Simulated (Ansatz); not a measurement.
A run for Ansatz (a quantum-chemistry and plane-wave program): U-r2SCAN/cc-pV(T+d)Z on AlClFH (SMILES [F][AlH][Cl]), a point of a bond scan (R = 2.333 Å). Files ending in .json are basis or fitting sets from the Basis Set Exchange.

Ansatz 0.2 input:
```yaml
crystal:
  periodic: [false, false, false]
  atoms:
    - {symbol: Al, position_ang: [-0.56121200, 0.17720720, -0.47070291]}
    - {symbol: H, position_ang: [-2.35306777, -0.64352302, -1.71943092]}
    - {symbol: F, position_ang: [-0.21592676, 1.78615354, -0.49600494]}
    - {symbol: Cl, position_ang: [0.64675761, -1.05936054, 0.69919827]}
basis:
  gaussian:
    orbitals: cc-pV_T+d_Z.json
hamiltonian:
  xc: {name: r2SCAN}
magnetization: {spin_polarized: true, initial_magnetization: 0}
```

It printed:

```
WARN ansatz: RAYON_NUM_THREADS=1 ignored (pool sized by the plan → 1); use --threads N
Functional definition: r2SCAN
integrals: 0.04 GiB planned
809 factors; their error is unknown
mean field: 0.43 GiB planned
mean field evaluation 1: about -21851.3039 eV, gradient 2.9e1 eV
mean field evaluation 2: about -21841.0805 eV, gradient 6.5e1 eV
mean field evaluation 4: about -21854.0265 eV, gradient 2.7e0 eV
mean field evaluation 8: about -21854.0638 eV, gradient 1.3e-1 eV
mean field evaluation 16: about -21852.9829 eV, gradient 4.9e0 eV
mean field -21854.06387161 eV, -803.1220340652 hartree, gradient 3.6e-5 eV, S^2 0.000000; 1 other end points of the search recorded, 0 dependent functions left out
reference -21854.06388623 eV, -803.1220346025 hartree; 20, 20 occupied and 102, 102 virtual orbitals, 809 factors
Total energy: -21854.06388623 eV, -803.1220346025 hartree
```

Self-consistency was reached.

Cost: roughly 5 core-seconds.
